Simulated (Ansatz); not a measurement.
Molecule: CBr2, net charge 0, singlet state. 
Structure (B3LYP-D3(BJ)/def2-TZVP (Ansatz, a program for electronic structure) minimum search):
```
C
Br 1 1.8989
Br 1 1.8989 2 110.45
```
Charge 0, spin multiplicity 1.

Property: vertical electron affinity (to the doublet state of charge -1; a negative value means that the extra electron is unbound and the number depends on the basis; each state is the SCF solution reached for its spin; for the singlet the Hartree-Fock reference is unstable and T1 is 0.025), in eV. Cores are frozen in the correlated levels unless marked. UHF or UKS for open shells. Spin-orbit coupling is left out. Frozen are the shells of the preceding noble gas and the d and f shells that filled before the atom's block. Non-relativistic. Anions need diffuse functions: aug- sets have them; def2-D sets add few. Basis-set limits of correlation are two-point, X^-3; Hartree-Fock from the larger set. [CCSD(T)-MP2]/basis is that difference in the basis named.

```
level                                                          program  vertical electron affinity (eV)
-------------------------------------------------------------  -------  -------------------------------
SVWN5/def2-TZVPD                                                Ansatz                             1.69
B3LYP/def2-TZVPD                                                Ansatz                             1.78
PBE0/def2-TZVPD                                                 Ansatz                              [?]
BHLYP/def2-TZVPD                                                Ansatz                             1.87
wB97X-V/def2-TZVPD                                              Ansatz                              [?]
SCS-MP2/aug-cc-pVDZ                                             Ansatz                             1.54
SCS-MP2/aug-cc-pVTZ                                             Ansatz                             1.62
CCSD/aug-cc-pVDZ                                                Ansatz                              [?]
CCSD/aug-cc-pVTZ                                                Ansatz                              [?]
RI-MP2/CBS(aug-cc-pVTZ,aug-cc-pVQZ)+[CCSD(T)-MP2]/aug-cc-pVTZ   Ansatz                             1.73
```

Question: What belongs in the gaps?

Answer: 
- PBE0/def2-TZVPD, vertical electron affinity (eV): 1.82
- wB97X-V/def2-TZVPD, vertical electron affinity (eV): 1.80
- CCSD/aug-cc-pVDZ, vertical electron affinity (eV): 1.59
- CCSD/aug-cc-pVTZ, vertical electron affinity (eV): 1.70
